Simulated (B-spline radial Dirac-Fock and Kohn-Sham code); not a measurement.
Kohn-Sham estimates against Dirac-Fock for the levels of Ce⁷⁺

System: Ce⁷⁺, configuration [Kr] 4d10 5s2 5p3.

The density-functional columns are spherical, spin-unpolarised Dirac-Kohn-Sham results without Breit or QED terms: −ε is minus the orbital energy of the initial state and ΔSCF the difference of two total energies. The reference in the last column comes from Dirac-Fock (average of configuration) total-energy differences with a finite nucleus, the Breit interaction including its frequency dependence, and self-energy and vacuum-polarisation corrections. All numbers are from a radial finite-basis atomic code, in eV; a selection of levels is shown. The Kohn-Sham columns are given as differences from the reference. For the 1s level of heavy atoms much of the gap between ΔSCF and the reference is the Breit and QED part, -156.0 eV here; for other levels the error of the functional can be larger.

```
     level  PBE −ε − DF  PBE ΔSCF − DF  LDA −ε − DF  LDA ΔSCF − DF  Dirac-Fock
    K (1s)       -224.5         +186.0       -265.7         +143.7     40551.8
   L1 (2s)       -131.0          -52.7       -136.3          -57.7      6666.1
L2 (2p1/2)       -100.2           -3.1       -102.3           -5.0      6275.9
L3 (2p3/2)       -105.9          -16.2       -107.3          -17.6      5834.9
   M1 (3s)        -69.3          -40.1        -70.7          -41.5      1552.4
M2 (3p1/2)        -56.5          -26.2        -56.9          -26.5      1387.3
M3 (3p3/2)        -56.0          -26.9        -56.3          -27.1      1299.0
M4 (3d3/2)        -37.3           -4.8        -37.0           -4.4      1014.1
M5 (3d5/2)        -37.8           -5.7        -37.5           -5.3       995.7
   N1 (4s)        -33.0          -18.3        -33.6          -18.9       407.6
N3 (4p3/2)        -25.9          -11.9        -26.3          -12.2       324.5
N4 (4d3/2)        -13.0           +0.4        -12.9           +0.5       218.0
N5 (4d5/2)        -13.0           +0.2        -13.0           +0.3       214.6
   O1 (5s)         -7.1           +0.8         -6.7           +1.3       128.8
 O2,3 (5p)         -6.0           +1.2         -5.6           +1.6       107.2
```

Values without a named source are computed, but for edge energies of neutral atoms, which are taken from tables.
